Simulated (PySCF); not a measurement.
**Ionisation energy of B⁺ by level of theory**

B⁺ [He] 2s2 (1S) → B²⁺ [He] 2s1 (2S), as a difference of total energies. Calculation: PySCF 2.14, in cc-pVDZ-DK (3s2p1d, 14 functions); the spin-free X2C one-electron Hamiltonian (Gaussian nucleus). Correlated levels: valence: 1s2 frozen. The calculations carry no spin-orbit coupling.

**Question.** Order these methods by the ionisation energy they give, lowest first.
A. CCSD (valence)
B. MP2 (valence)
C. UHF
D. PBE0

**Answer.** C (23.494 eV), B (24.378 eV), D (24.614 eV), A (25.086 eV).

Errors of the correlated levels include the incompleteness of this basis and the frozen core.

With two correlated electrons CCSD is exact in that space.

The coupled-cluster amplitudes are large for B⁺ (T1 above 0.03 or a double amplitude above 0.15), so a single reference is strained.

For comparison: 25.155 eV (measured; NIST Atomic Spectra Database, ionization energies).
